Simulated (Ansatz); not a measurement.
`[CH3][AlH][B](C)F` → `FBC[CH2][AlH2]`  (isomerisation)

Computed with Ansatz on PBE0-D4/def2-TZVP structures; ΔE is electronic, products minus reactants. CCSD(T)/CBS adds triple-zeta CCSD(T) − MP2 to the extrapolated MP2 energy (def2 sets, frozen cores). DFT in def2-TZVPP. B3LYP here is the variant with VWN-RPA as its local correlation; programs differ in this. Each species was taken in one conformer, which may not be the lowest.

`[CH3][AlH][B](C)F`:

Cartesian coordinates in Å:
```
C 0.167 -2.260 -0.798
Al -0.159 -0.359 -1.144
B -0.703 1.055 0.410
C 0.286 1.903 1.276
F -2.010 1.206 0.673
H 0.026 -2.553 0.245
H 1.189 -2.529 -1.088
H -0.495 -2.878 -1.414
H 0.018 0.146 -2.651
H -0.209 2.651 1.901
H 1.045 2.394 0.657
H 0.844 1.223 1.934
```

`FBC[CH2][AlH2]`:

Z-matrix (Å, degrees):
```
C
B 1 1.548
C 1 1.579 2 97.9
H 1 1.094 2 113.3 3 116.8
H 1 1.096 2 113.0 3 -117.7
F 2 1.329 1 119.9 3 92.4
H 2 1.200 1 122.7 3 -81.5
Al 3 1.944 1 95.1 2 -177.8
H 3 1.092 1 110.7 2 -58.5
H 3 1.092 1 110.6 2 62.4
H 8 1.587 3 118.5 1 -82.7
H 8 1.587 3 119.4 1 87.3
```

| level | ΔE (kcal/mol) | difference from CCSD(T)/CBS |
| --- | --- | --- |
| PBE-D4 | 7.5 | 1.8 |
| r2SCAN-D4 | 6.1 | 0.4 |
| PBE0-D4 | 7.0 | 1.3 |
| B3LYP-D4 | 6.8 | 1.1 |
| ωB97X-V | 6.3 | 0.6 |
| ωB97M-V | 5.5 | -0.2 |
| B2PLYP | 6.4 | 0.7 |
| PBE | 8.2 | 2.5 |
| r2SCAN | 6.2 | 0.5 |
| PBE0 | 7.6 | 1.9 |
| B3LYP | 8.0 | 2.3 |
| HF/def2-TZVPP | 6.6 | 0.9 |
| MP2/def2-TZVPP | 3.6 | -2.1 |
| SCS-MP2/def2-TZVPP | 4.1 | -1.6 |
| CCSD/def2-TZVPP | 5.8 | 0.1 |
| CCSD(T)/def2-TZVPP | 5.4 | -0.3 |
| HF/def2-QZVPP | 6.4 | 0.7 |
| MP2/def2-QZVPP | 3.7 | -2.0 |
| SCS-MP2/def2-QZVPP | 4.3 | -1.4 |
| HF/CBS(def2) | 6.4 | 0.7 |
| MP2/CBS(def2) | 3.9 | -1.8 |
| CCSD/CBS(def2) | 6.1 | 0.4 |
| CCSD(T)/CBS | 5.7 | 0 |

Largest T1 diagnostic among the species: 0.012.

The D4 term adds −1.2 kcal/mol with B3LYP and −0.6 kcal/mol with PBE0; it sums over pairs of atoms, weighted by their polarisabilities, and B3LYP, whose exchange is more repulsive, gets the larger term. In def2-TZVPP, CCSD(T) changes the Hartree–Fock value by −1.1 kcal/mol (the triples alone add −0.4 kcal/mol) and MP2 by −3.0 kcal/mol.
